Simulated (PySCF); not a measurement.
PySCF input (B3PW91/6-31G* (5d)):

```python
from pyscf import gto, dft

mol = gto.M(
    atom='''
    B     0.00046200    0.01056600    0.81325000
    B    -0.00046200   -0.01056600   -0.81325000
    H     1.01413400    0.01099500    1.44912900
    H    -1.01248500    0.02667200    1.45007800
    H     0.00700800    0.99439000   -1.46277200
    H    -0.00865600   -1.03205800   -1.43643500
    ''',
    basis='6-31g*',
    charge=0,
    spin=0,
    verbose=4,
)

mf = dft.RKS(mol, xc='b3pw91')
mf.grids.level = 3
mf.conv_tol = 1e-9
mf.max_cycle = 100
mf.max_memory = 1500
mf.kernel()
if not mf.converged:
    mf = mf.newton()
    mf.kernel(mf.make_rdm1())
mf.dip_moment()
```

From the output:

```
    Treutler-Ahlrichs [JCP 102, 346 (1995); DOI:10.1063/1.469408] (M4) radial grids

becke partition: Becke, JCP 88, 2547 (1988); DOI:10.1063/1.454033
pruning grids: <function nwchem_prune>
grids dens level: 3
symmetrized grids: False
atomic radii adjust function: <function treutler_atomic_radii_adjust>
small_rho_cutoff = 0
Set gradient conv threshold to 3.16228e-05
Initial guess from minao.
tot grids = 67328
init E= -51.8095978544387
  HOMO = -0.346333139220805  LUMO = -0.130929338341551  gap/eV = 5.86144
cycle= 1 E= -52.0025973881174  delta_E= -0.193  |g|= 0.139  |ddm|= 1.85
  HOMO = -0.269591230067404  LUMO = -0.0311922885404282  gap/eV = 6.48717
cycle= 2 E= -52.0077567209661  delta_E= -0.00516  |g|= 0.0917  |ddm|= 0.298
  HOMO = -0.303502819949851  LUMO = -0.0556501823206294  gap/eV = 6.74441
cycle= 3 E= -52.010925180974  delta_E= -0.00317  |g|= 0.00916  |ddm|= 0.13
  HOMO = -0.30341227073275  LUMO = -0.0553008240177992  gap/eV = 6.75146
cycle= 4 E= -52.0109582241862  delta_E= -3.3e-05  |g|= 0.00098  |ddm|= 0.0129
  HOMO = -0.303276368196784  LUMO = -0.0550900490045533  gap/eV = 6.75349
cycle= 5 E= -52.0109585712091  delta_E= -3.47e-07  |g|= 9.38e-05  |ddm|= 0.00147
  HOMO = -0.303266406097443  LUMO = -0.0550816017245312  gap/eV = 6.75345
cycle= 6 E= -52.0109585745592  delta_E= -3.35e-09  |g|= 6.1e-06  |ddm|= 0.000158
  HOMO = -0.303267558304881  LUMO = -0.0550820091626279  gap/eV = 6.75347
cycle= 7 E= -52.010958574576  delta_E= -1.68e-11  |g|= 3.81e-07  |ddm|= 1.37e-05
  HOMO = -0.303267592223737  LUMO = -0.0550819878190252  gap/eV = 6.75347
Extra cycle  E= -52.0109585745763  delta_E= -2.84e-13  |g|= 1.42e-07  |ddm|= 8.85e-07
converged SCF energy = -52.0109585745763
Dipole moment(X, Y, Z, Debye): -0.00000,  0.00000,  0.00000
```

The geometry given is a B3LYP-D3(BJ)/def2-TZVP minimum.
